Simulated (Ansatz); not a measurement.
In₈P₇Cl₃⁺. Total charge 1; doublet. Geometry r2SCAN-D4/def2-SVP, that of the neutral singlet.

```xyz
18

P     1.5348    0.0342    4.5835
P     1.9000   -0.3446   -0.1946
P    -1.0617    2.8116    1.6194
P    -2.8951    0.7853   -1.6711
P    -2.3007   -1.7877    1.3166
P     0.7018    0.0482   -4.6532
P    -0.7919   -3.5097   -1.8467
In    0.4791    1.8342    3.3593
In    0.9033    1.9678    0.1506
In   -0.7944    1.0195   -2.9730
In    2.1045   -0.6498    2.3104
In    0.0690   -2.1301    0.2280
In   -2.1076    0.6687    0.8423
In   -2.5730   -1.7156   -1.2536
In    0.1677   -1.9304   -3.4398
Cl    2.5722    2.9941    1.7042
Cl    0.4932    3.1388   -2.0621
Cl    1.5986   -3.2345    1.9797
```

In the def2 sets In takes a core potential; there is no spin–orbit coupling. B3LYP takes the VWN-RPA correlation. Single mean-field runs in def2-TZVP are fitted with def2-universal-jkfit. At PBE-D4/def2-TZVP the gap within one spin of the charge 1 doublet nearly closes, so an electron or hole may be smeared out by delocalisation error.

(1) Estimate the α-spin orbital energies around the gap (eV) in Ansatz with PBE-D4/def2-TZVP, B3LYP-D4/def2-TZVP, PBE0-D4/def2-TZVP.

Answers

(1) 
```csv
orbital,PBE-D4/def2-TZVP,B3LYP-D4/def2-TZVP,PBE0-D4/def2-TZVP
HOMO−5,-9.33,-9.96,-10.04
HOMO−4,-9.17,-9.87,-9.99
HOMO−3,-9.01,-9.64,-9.82
HOMO−2,-8.97,-9.50,-9.64
HOMO−1,-8.95,-9.35,-9.41
HOMO,-8.72,-9.09,-8.86
LUMO,-7.08,-6.74,-6.74
LUMO+1,-6.85,-6.42,-6.22
LUMO+2,-6.33,-5.92,-5.88
LUMO+3,-6.16,-5.63,-5.57
LUMO+4,-5.95,-5.42,-5.33
LUMO+5,-5.90,-5.30,-5.02
β HOMO,-8.47,-8.70,-8.86
β LUMO,-8.44,-8.26,-8.08
```
